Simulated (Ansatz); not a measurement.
B3NH10 (relaxed from a model of B3H7(NH3), whose bonding it doesn't keep). Total charge 0; singlet. Geometry PBE0-D4/def2-SVP, basis def2-TZVP, Ansatz.

```
atom   x (Å)   y (Å)   z (Å)
  B1  -0.684   1.093   0.422
  B2   0.754   0.993  -0.537
  H3   0.421   1.848   0.435
  B4  -0.388  -0.433  -0.537
  N5   0.197  -1.559   0.456
  H6  -1.600  -0.544  -0.557
  H7  -1.576   1.809   0.034
  H8  -0.762   0.693   1.572
  H9   0.803   1.642  -1.554
 H10   1.803   0.513  -0.139
 H11   0.030  -0.663  -1.655
 H12   1.217  -1.501   0.477
 H13  -0.141  -1.388   1.405
 H14  -0.072  -2.503   0.177
```

| run | HOMO (eV) | LUMO (eV) |
| --- | --- | --- |
| A | -6.98 | -0.23 |
| B | -10.37 | 1.26 |
| C | -9.32 | 0.47 |
| D | -7.48 | 0.01 |
| E | -8.04 | -0.14 |
| F | -7.63 | -0.51 |

HSE06 is defined as in plane-wave codes, on full-range PBE exchange.

The runs used BHLYP, HSE06, PBE0, r2SCAN, r2SCANh, ωB97M-V. Estimate which is which.

A r2SCAN (0 % exact exchange); B ωB97M-V (range-separated); C BHLYP (50 % exact exchange); D r2SCANh (10 % exact exchange); E PBE0 (25 % exact exchange); F HSE06 (range-separated). Exact exchange lowers occupied and raises empty levels; among semilocal functionals meta-GGAs tend to open the gap a little, and such runs are hard to tell apart. The gap grows from 6.75 eV (r2SCAN) to 11.63 eV (ωB97M-V).
